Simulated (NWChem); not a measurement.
All runs are NWChem calculations. System: C2H4N, charge 0, spin multiplicity 2, at a geometry optimised with UPBE0/def2-SVP. The structure started from a generated list of species. Its SCF solution wasn't tested for a lower state. Level: UPBE/3-21G.

Input file:

```
start mol
memory heap 200 mb stack 900 mb global 1100 mb
geometry units angstroms nocenter noautoz
  C     -1.299161     0.236940     0.000000
  N     -0.105208     0.481740     0.000000
  C      1.046562    -0.381298     0.000000
  H     -1.860226    -0.724203     0.000000
  H      1.664447    -0.163298    -0.884329
  H      1.664447    -0.163298     0.884329
  H      0.783386    -1.455230     0.000000
  symmetry group Cs
end
basis spherical
  * library 3-21g
end
dft
  xc xpbe96 cpbe96
  odft
  mult 2
  semidirect memsize 60000000 filesize 0
  iterations 100
end
task dft energy
```

Output (cleaned and shortened):

```
             Northwest Computational Chemistry Package (NWChem) 7.3.0
             --------------------------------------------------------

                                NWChem Input Module
                                -------------------

 Scaling coordinates for geometry "geometry" by  1.889725989
 (inverse scale =  0.529177249)

 Turning off AUTOSYM since
 SYMMETRY directive was detected!

                             Geometry "geometry" -> ""
                             -------------------------

 Output coordinates in angstroms (scale by  1.889725989 to convert to a.u.)

  No.       Tag          Charge          X              Y              Z
 ---- ---------------- ---------- -------------- -------------- --------------
    1 C                    6.0000    -1.29916100     0.23694000     0.00000000
    2 N                    7.0000    -0.10520800     0.48174000     0.00000000
    3 C                    6.0000     1.04656200    -0.38129800     0.00000000
    4 H                    1.0000    -1.86022600    -0.72420300     0.00000000
    5 H                    1.0000     1.66444700    -0.16329800    -0.88432900
    6 H                    1.0000     1.66444700    -0.16329800     0.88432900
    7 H                    1.0000     0.78338600    -1.45523000     0.00000000

 Effective nuclear repulsion energy (a.u.)      65.7368756623

            Nuclear Dipole moment (a.u.)
            ----------------------------
        X                 Y               Z
 ---------------- ---------------- ----------------
     0.0000075589     0.0000056692     0.0000000000

      Symmetry information
      --------------------

 Group name             Cs
 Group number              2
 Group order               2
 No. of unique centers     6

      Symmetry unique atoms

     1    2    3    4    5    7


 Summary of "ao basis" -> "" (spherical)
 ------------------------------------------------------------------------------
       Tag                 Description            Shells   Functions and Types
 ---------------- ------------------------------  ------  ---------------------
[...]
    15     -0.339466  2 N  s                  4      0.298470  1 C  py
     8      0.277789  1 C  py                17     -0.251563  2 N  py
    35     -0.246370  7 H  s                 13     -0.217733  2 N  py

 Vector   13  Occ=0.000000D+00  E=-5.637657D-03  Symmetry=a"
              MO Center= -7.5D-01,  2.8D-01,  9.6D-16, r^2= 1.9D+00
   Bfn.  Coefficient  Atom+Function         Bfn.  Coefficient  Atom+Function
  ----- ------------  ---------------      ----- ------------  ---------------
     9      0.641490  1 C  pz                18     -0.530994  2 N  pz
     5      0.423976  1 C  pz                14     -0.359074  2 N  pz
    31     -0.253851  5 H  s                 33      0.253851  6 H  s
    27     -0.139749  3 C  pz                30     -0.080252  5 H  s
    32      0.080252  6 H  s

 Vector   14  Occ=0.000000D+00  E= 1.077679D-01  Symmetry=a'
              MO Center=  1.3D+00, -5.3D-01, -9.5D-16, r^2= 3.0D+00
   Bfn.  Coefficient  Atom+Function         Bfn.  Coefficient  Atom+Function
  ----- ------------  ---------------      ----- ------------  ---------------
    24      1.863117  3 C  s                 31     -1.051748  5 H  s
    33     -1.051748  6 H  s                 35     -0.944418  7 H  s
    25      0.686051  3 C  px                15      0.415792  2 N  s
    26     -0.381778  3 C  py                21      0.192760  3 C  px
     7     -0.156692  1 C  px                19     -0.142379  3 C  s

   alpha - beta orbital overlaps
   -----------------------------

   alpha      1      2      3      4      5      6      7      8      9     10
    beta      1      2      3      4      5      6      7      8      9     10
 overlap   1.000  1.000  1.000  1.000  0.999  0.994  0.995  1.000  0.995  0.999

   alpha     11     12     13     14     15     16     17     18     19     20
    beta     11     12     13     14     15     16     17     18     19     20
 overlap   0.987  0.990  0.999  0.998  0.900  0.898  1.000  0.997  0.999  0.997

   alpha     21     22     23     24     25     26     27     28     29     30
    beta     21     22     24     23     25     26     27     28     29     30
 overlap   0.998  0.987  0.979  0.998  0.996  0.983  0.985  1.000  0.995  1.000

   alpha     31     32     33     34     35
    beta     31     32     33     34     35
 overlap   1.000  0.999  1.000  1.000  1.000

     --------------------------
     Expectation value of S2:
     --------------------------
      <S2> =      0.7518 (Exact =     0.7500)

 center of mass
 --------------
 x =  -0.10046680 y =   0.11184793 z =   0.00000000

 moments of inertia (a.u.)
 ------------------
          35.045483044315          33.564468157304           0.000000000000
          33.564468157304         159.626486671224           0.000000000000
           0.000000000000           0.000000000000         183.413729149591

     Multipole analysis of the density
     ---------------------------------

     L   x y z        total         alpha         beta         nuclear
     -   - - -        -----         -----         ----         -------
     0   0 0 0     -0.000000    -12.000000    -11.000000     23.000000

     1   1 0 0      0.480548      1.319330     -0.838790      0.000008
     1   0 1 0     -0.799345     -0.724580     -0.074771      0.000006
     1   0 0 1      0.000000      0.000000     -0.000000      0.000000

     2   2 0 0    -13.146175    -57.673832    -49.716484     94.244140
     2   1 1 0      1.108512     10.175700      8.546939    -17.614128
     2   1 0 1      0.000000      0.000000     -0.000000      0.000000
     2   0 2 0    -14.869613    -18.731334    -15.883348     19.745069
     2   0 1 1     -0.000000      0.000000     -0.000000      0.000000
     2   0 0 2    -13.790152    -10.035651     -9.339916      5.585414

 Task  times  cpu:        0.8s     wall:        0.8s

 Total times  cpu:        0.8s     wall:        0.8s
```
